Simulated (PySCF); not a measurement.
CsCl, SMILES [Cl][Cs]. The structure is a stationary point at B3LYP-D3(BJ)/def2-TZVPD. The def2 effective core potentials stand for the cores of Cs; spin–orbit coupling is left out.

All values below come from B3LYP-D3(BJ)/def2-TZVPD in PySCF 2.14.0.

Harmonic wavenumbers (cm⁻¹): 202. Rotational constants (GHz): 2.045 (linear); symmetry number 1.

### Question
Work out the zero-point energy and the ideal-gas rigid-rotor harmonic-oscillator thermochemistry at 298.15 K and 1 atm.

### Answer
ZPE = ½ Σ hcν = ½ × 202 cm⁻¹ = 1.21 kJ/mol. H − E(el) = 11.35 kJ/mol. Entropy in J/(mol K): translation 172.68, rotation 74.99, vibration 8.83, total 256.49. G − E(el) = -65.12 kJ/mol. Cp = 36.78 J/(mol K).
